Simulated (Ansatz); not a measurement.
A structure relaxed at PBE-D4/def2-SVPD in Ansatz, charge -1, singlet:

```xyz
11

Sn   -0.665   -0.601   -0.002
Sn    1.013   -0.476    2.751
Sn    1.968    0.632   -0.046
Sn    0.847   -0.315   -2.838
H     0.427    1.195    3.119
H    -0.858   -0.842   -2.240
H    -2.235    0.156    0.055
H     0.992    2.147    0.031
H    -0.746   -0.915    2.249
H     0.181    1.351   -3.057
H    -0.925   -2.332   -0.022
```

Task: Give its formula and point group.

Result: the cluster Sn4H7⁻. Point group Cs (tolerance 0.1 Å).

Task: Summarise the bond lengths by kind (pairs closer than 1.2 times the sum of covalent radii, bridged metal pairs left out).

Result: 5 × Sn–Sn 2.91 to 3.23 Å; 7 × H–Sn 1.74 to 1.88 Å.

In the def2 sets Sn takes a core potential; there is no spin–orbit coupling. Another isomer (singlet) lies 0.96 eV lower at PBE0-D4/def2-TZVPD; other spin states weren't run for this one.
